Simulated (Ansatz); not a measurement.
Al₄Sb₄. Total charge 0; singlet. Geometry r2SCAN-D4/def2-SVP.

```xyz
8

Al   -0.891   -1.002    2.374
Al    1.637    0.138    0.795
Al   -2.123    0.236   -2.362
Al    2.416   -1.491   -1.050
Sb   -0.636   -1.496   -0.464
Sb   -1.260    1.499    0.150
Sb    0.702    0.567   -1.997
Sb    0.154    1.548    2.553
```

In the def2 sets Sb takes a core potential; there is no spin–orbit coupling. The restricted singlet is unstable towards broken spin symmetry in Hartree–Fock (as tested in another run); at PBE-D4/def2-TZVP, r2SCAN-D4/def2-TZVP, r2SCANh-D4/def2-TZVP, PBE0-D4/def2-TZVP this wasn't settled. Another isomer (singlet) lies 0.57 eV lower at PBE0-D4/def2-TZVP; other spin states weren't run for this one.

Estimate the orbital energies around the gap (eV) in Ansatz with PBE-D4/def2-TZVP, r2SCAN-D4/def2-TZVP, r2SCANh-D4/def2-TZVP, PBE0-D4/def2-TZVP.


| orbital | PBE-D4/def2-TZVP | r2SCAN-D4/def2-TZVP | r2SCANh-D4/def2-TZVP | PBE0-D4/def2-TZVP |
| --- | --- | --- | --- | --- |
| HOMO−9 | -8.25 | -8.57 | -8.96 | -9.35 |
| HOMO−8 | -7.77 | -8.06 | -8.45 | -8.84 |
| HOMO−7 | -6.91 | -7.23 | -7.55 | -7.82 |
| HOMO−6 | -6.51 | -6.78 | -7.07 | -7.34 |
| HOMO−5 | -6.31 | -6.59 | -6.88 | -7.11 |
| HOMO−4 | -5.69 | -5.91 | -6.18 | -6.46 |
| HOMO−3 | -5.41 | -5.64 | -5.90 | -6.15 |
| HOMO−2 | -5.21 | -5.36 | -5.62 | -5.93 |
| HOMO−1 | -4.82 | -4.99 | -5.24 | -5.50 |
| HOMO | -4.71 | -4.87 | -5.11 | -5.38 |
| LUMO | -3.58 | -3.64 | -3.44 | -3.08 |
| LUMO+1 | -3.07 | -3.08 | -2.87 | -2.54 |
| LUMO+2 | -2.87 | -2.83 | -2.61 | -2.28 |
| LUMO+3 | -2.59 | -2.54 | -2.34 | -2.05 |
| LUMO+4 | -2.33 | -2.23 | -2.00 | -1.71 |
| LUMO+5 | -2.06 | -1.97 | -1.74 | -1.43 |
